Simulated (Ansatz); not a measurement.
Ansatz (a first-principles code) input (B3LYP-D3(BJ)/def2-TZVP):

Ansatz 0.2 input:
```yaml
crystal:
  periodic: [false, false, false]
  atoms:
    - {symbol: K, position_ang: [-1.64384422, -1.14706678, -1.35451891]}
    - {symbol: O, position_ang: [0.49704440, 0.34803599, 0.43782306]}
    - {symbol: H, position_ang: [1.14434153, 0.82097754, 0.98208869]}
basis:
  gaussian:
    orbitals: def2-TZVP
hamiltonian:
  xc: b3lyp
  dispersion: d3bj
total_charge: -1
magnetization: {spin_polarized: true, initial_magnetization: 1}
relax: {f_tol: 0.002, max_steps: 150}
```

Output:

```
Functional definition: B3LYP
integrals: 0.02 GiB planned
520 factors; their error is unknown
mean field: 0.21 GiB planned
mean field evaluation 1: about -18359.2293 eV, gradient 6.2e1 eV
mean field evaluation 2: about -18323.4738 eV, gradient 1.3e2 eV
mean field evaluation 4: about -18388.0659 eV, gradient 1.6e1 eV
mean field evaluation 8: about -18389.1943 eV, gradient 1.8e-1 eV
mean field evaluation 16: about -18389.2659 eV, gradient 1.7e-4 eV
mean field evaluation 32: about -18389.2654 eV, gradient 7.8e-2 eV
mean field -18389.26589721 eV, -675.7930570305 hartree, gradient 2.9e-5 eV, S^2 0.750058; 6 other end points of the search recorded, 0 dependent functions left out
the calculation of the forces begins
reference -18389.26609833 eV, -675.7930644214 hartree; 15, 14 occupied and 55, 56 virtual orbitals, 520 factors
relax step   1: F+E_penalty+E_count = -18389.31417804 eV  Δ(F+E_penalty+E_count) = +0.000e0 eV  max|allowed force component| = 6.486e-1 eV/Å  Δτ_max = 0.0000 Å  (154 SCF iters, accepted)
these checks for a lower state are left out or cut short: starts, cluster_reference, orbital_swaps, neighbouring_geometries, increment
integrals: 0.02 GiB planned
520 factors; their error is unknown
mean field: 0.21 GiB planned
mean field -18389.58825377 eV, -675.8049034156 hartree, gradient 7.5e-6 eV, S^2 0.750036; 0 other end points of the search recorded, 0 dependent functions left out
the calculation of the forces begins
reference -18389.58844394 eV, -675.8049104040 hartree; 15, 14 occupied and 55, 56 virtual orbitals, 520 factors
relax step   2: F+E_penalty+E_count = -18389.62518105 eV  Δ(F+E_penalty+E_count) = -3.110e-1 eV  max|allowed force component| = 7.725e-1 eV/Å  Δτ_max = 0.1950 Å  (31 SCF iters, accepted)
these checks for a lower state are left out or cut short: starts, cluster_reference, orbital_swaps, neighbouring_geometries, increment
integrals: 0.02 GiB planned
520 factors; their error is unknown
mean field: 0.21 GiB planned
mean field evaluation 64: about -18389.9091 eV, gradient 1.6e-3 eV
mean field -18389.90905469 eV, -675.8166926318 hartree, gradient 6.6e-6 eV, S^2 0.750025; 0 other end points of the search recorded, 0 dependent functions left out
the calculation of the forces begins
reference -18389.90922506 eV, -675.8166988929 hartree; 15, 14 occupied and 55, 56 virtual orbitals, 520 factors
relax step   3: F+E_penalty+E_count = -18389.94780183 eV  Δ(F+E_penalty+E_count) = -3.226e-1 eV  max|allowed force component| = 6.586e-1 eV/Å  Δτ_max = 0.1950 Å  (30 SCF iters, accepted)
these checks for a lower state are left out or cut short: starts, cluster_reference, orbital_swaps, neighbouring_geometries, increment
integrals: 0.02 GiB planned
520 factors; their error is unknown
mean field: 0.21 GiB planned
mean field -18390.06803666 eV, -675.8225351116 hartree, gradient 4.4e-5 eV, S^2 0.750020; 0 other end points of the search recorded, 0 dependent functions left out
the calculation of the forces begins
reference -18390.06819870 eV, -675.8225410664 hartree; 15, 14 occupied and 55, 56 virtual orbitals, 520 factors
relax step   4: F+E_penalty+E_count = -18390.10912749 eV  Δ(F+E_penalty+E_count) = -1.613e-1 eV  max|allowed force component| = 3.367e-1 eV/Å  Δτ_max = 0.1950 Å  (28 SCF iters, accepted)
these checks for a lower state are left out or cut short: starts, cluster_reference, orbital_swaps, neighbouring_geometries, increment
integrals: 0.02 GiB planned
520 factors; their error is unknown
mean field: 0.21 GiB planned
mean field -18390.07057992 eV, -675.8226285746 hartree, gradient 2.6e-5 eV, S^2 0.750020; 0 other end points of the search recorded, 0 dependent functions left out
the calculation of the forces begins
reference -18390.07074238 eV, -675.8226345448 hartree; 15, 14 occupied and 55, 56 virtual orbitals, 520 factors
relax step   5: F+E_penalty+E_count = -18390.11153754 eV  Δ(F+E_penalty+E_count) = -2.410e-3 eV  max|allowed force component| = 5.876e-2 eV/Å  Δτ_max = 0.0144 Å  (31 SCF iters, accepted)
these checks for a lower state are left out or cut short: starts, cluster_reference, orbital_swaps, neighbouring_geometries, increment
integrals: 0.02 GiB planned
520 factors; their error is unknown
mean field: 0.21 GiB planned
mean field -18390.07072683 eV, -675.8226339734 hartree, gradient 2.5e-5 eV, S^2 0.750020; 0 other end points of the search recorded, 0 dependent functions left out
the calculation of the forces begins
reference -18390.07088916 eV, -675.8226399388 hartree; 15, 14 occupied and 55, 56 virtual orbitals, 520 factors
relax step   6: F+E_penalty+E_count = -18390.11174139 eV  Δ(F+E_penalty+E_count) = -2.039e-4 eV  max|allowed force component| = 1.178e-2 eV/Å  Δτ_max = 0.0052 Å  (31 SCF iters, accepted)
these checks for a lower state are left out or cut short: starts, cluster_reference, orbital_swaps, neighbouring_geometries, increment
integrals: 0.02 GiB planned
520 factors; their error is unknown
mean field: 0.21 GiB planned
mean field evaluation 96: about -18390.0707 eV, gradient 1.6e-3 eV
mean field -18390.07074544 eV, -675.8226346572 hartree, gradient 2.5e-5 eV, S^2 0.750020; 0 other end points of the search recorded, 0 dependent functions left out
the calculation of the forces begins
reference -18390.07090778 eV, -675.8226406231 hartree; 15, 14 occupied and 55, 56 virtual orbitals, 520 factors
relax step   7: F+E_penalty+E_count = -18390.11175471 eV  Δ(F+E_penalty+E_count) = -1.332e-5 eV  max|allowed force component| = 2.714e-4 eV/Å  Δτ_max = 0.0036 Å  (31 SCF iters, accepted)
integrals: 0.02 GiB planned
520 factors; their error is unknown
mean field: 0.21 GiB planned
mean field evaluation 128: about -18387.0399 eV, gradient 3.0e0 eV
mean field -18390.07074544 eV, -675.8226346572 hartree, gradient 3.6e-5 eV, S^2 0.750020; 3 other end points of the search recorded, 0 dependent functions left out
the calculation of the forces begins
reference -18390.07090778 eV, -675.8226406231 hartree; 15, 14 occupied and 55, 56 virtual orbitals, 520 factors
Total energy: -18390.11191705 eV, -675.8241476862 hartree
Atom 0 at    -1.254523    -0.876303    -1.028707 Å, force     0.000017    -0.000114     0.000000 eV/Å
Atom 1 at     0.302617     0.220650     0.275994 Å, force    -0.000221     0.000272    -0.000137 eV/Å
Atom 2 at     0.949448     0.677600     0.818106 Å, force     0.000204    -0.000158     0.000137 eV/Å
Dipole moment:     0.153922     0.108787     0.129009 e Å
```
